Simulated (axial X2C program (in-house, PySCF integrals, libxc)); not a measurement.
## Correcting the dissociation energy of SbF for spin–orbit coupling

A spin-free PBE0 curve (one-electron X2C) was computed with an axial X2C code built on PySCF integrals, basis Sb dyall-cv3z [11s12p8d4f1g], F dyall-av3z [7s6p3d2f] (cores contracted in-house), for the state M_S = 1, Λ = 0 (beyond evenly filled blocks: π+α, π-α). It gives D0 = 4.090 eV to Sb + F, which in a spin-free picture are the weighted means of the ground terms.

Measured levels of the ground terms (NIST Handbook of Basic Atomic Spectroscopic Data), in cm⁻¹: Sb 4S: J = 3/2 at 0; F 2P: J = 3/2 at 0, J = 1/2 at 404.1.

The molecular state has Λ = 0, so it has no first-order lowering.

Problem. How far does each ground level lie under the (2J+1)-weighted mean of its term?

Solution. Sb: a single level, 0; F: (4 × 0 + 2 × 404.1)/6 = 135 cm⁻¹.

Problem. Correct D0.

Solution. D0 = 4.090 + (0 − 135)/8065.5 = 4.073 eV at PBE0 with these spin–orbit terms.

Second-order spin–orbit effects in the molecule, which grow quickly with Z, are left out. The state is one determinant whose occupation by symmetry is held fixed; it was picked as the lowest of a PBE0 search that is not exhaustive. De is counted from the lowest determinant-based energies of the atoms at the same level, without counterpoise correction. Other states lie close and PBE0, whose exact exchange favours high spin, may order them wrongly; the determinant shown need not be the ground state. The nearest other spin-free determinant of the search, M_S = 0, Λ = 2, lies 0.85 eV up at the distance of the search.
